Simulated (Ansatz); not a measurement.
Reaction (substitution at a C–C bond): `C#CC[CH2][GeH3]` + H₂S → `C#CCS` + `[CH3][GeH3]`

Calculated with Ansatz (gas phase, PBE0-D4/def2-TZVP geometries, no zero-point term in ΔE). CBS: MP2 limit from def2 TZ/QZ plus the TZ coupled-cluster correction, frozen cores. This one scheme is used for every species. Functionals use def2-TZVPP. For Ge outer-core shells are correlated without core-valence functions, which leaves a few kJ/mol of doubt a bond. Scalar relativity is left out up to krypton. One conformer a species, not always the lowest.

(1) Is it downhill or uphill in electronic energy at CCSD(T)/CBS, and by how much? (Best estimate.)

(2) What do these levels give: ωB97M-V, HF/def2-TZVPP, MP2/def2-TZVPP, CCSD/def2-TZVPP, MP2/CBS(def2), CCSD/CBS(def2)? (An estimate is asked.)

Largest T1 diagnostic among the species: 0.011.

Answers

(1) Ansatz gave: Uphill: ΔE = +3.8 kcal/mol.

(2) The calculation gave: ωB97M-V 3.1, HF/def2-TZVPP 2.7, MP2/def2-TZVPP 3.6, CCSD/def2-TZVPP 4.0, MP2/CBS(def2) 3.5, CCSD/CBS(def2) 3.9 kcal/mol.

In def2-TZVPP, CCSD(T) changes the Hartree–Fock value by +1.2 kcal/mol (the triples alone add −0.1 kcal/mol) and MP2 by +0.9 kcal/mol.
